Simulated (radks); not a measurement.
Species: Lu4+. Configuration: [Xe] 4f13. All-electron calculation, scalar-relativistic Kohn-Sham, SCAN, spin-polarised, spherical densities, finite nucleus; open shells are filled with parallel spins first (spin-orbit coupling, left out, can overturn this in heavy ions); meta-GGA in the generalised Kohn-Sham scheme; Fermi nuclear charge, rms radius 5.37 fm. Program: a radial shooting solver on a logarithmic mesh with Libxc functionals.

Unscreened Slater integrals over Kohn-Sham orbitals (eV). They are taken over the spin-up orbitals.

integral    value
F0(4f,4f)  37.103
F2(4f,4f)  17.662
F4(4f,4f)  11.086
F6(4f,4f)  7.9768
F0(4f,5p)  22.461
F2(4f,5p)  7.4456
G2(4f,5p)  3.5863
G4(4f,5p)  2.8263
F0(4f,5s)  25.183
G3(4f,5s)  4.3280
F0(5p,5p)  18.564
F2(5p,5p)  10.059
F0(5p,5s)  19.802
G1(5p,5s)  13.275
F0(5s,5s)  21.415

Derived for the open shells (J is the average intra-shell exchange parameter used in DFT+U). 4f: F4/F2 = 0.628, F6/F2 = 0.452, J = (286 F2 + 195 F4 + 250 F6)/6435 = 1.431 eV.
